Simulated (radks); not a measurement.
Problem. Isoelectronic series with 25 electrons, all held in the configuration [Ar] 3d5 4s2, which need not be the ground one along the series. Method: scalar-relativistic Kohn-Sham, r2SCAN, spin-unpolarised, spherical densities, finite nucleus; meta-GGA in the generalised Kohn-Sham scheme; Fermi nuclear charge, rms radius of each element as measured or else 0.836 A^(1/3) + 0.57 fm; computed with a radial shooting solver on a logarithmic mesh with Libxc functionals. Total energies (hartree) and orbital eigenvalues (hartree):

| ion | E (hartree) | 4s | 3d |
|---|---|---|---|
| Mn | -1158.46585 | -0.19521 | -0.24906 |
| Co2+ | -1391.60905 | -0.94197 | -1.50343 |
| Cu4+ | -1648.18722 | -2.00943 | -3.32899 |
| Ga6+ | -1928.21624 | -3.36430 | -5.65609 |
| As8+ | -2231.79790 | -4.99497 | -8.46050 |
| Br10+ | -2559.07495 | -6.89650 | -11.73089 |
| Rb12+ | -2910.21757 | -9.06687 | -15.46104 |
| Nb16+ | -3684.88832 | -14.21301 | -24.28726 |

Estimate the row of Tc18+.

Solution. E (hartree) -4108.86075; 4s -17.19030; 3d -29.37962.
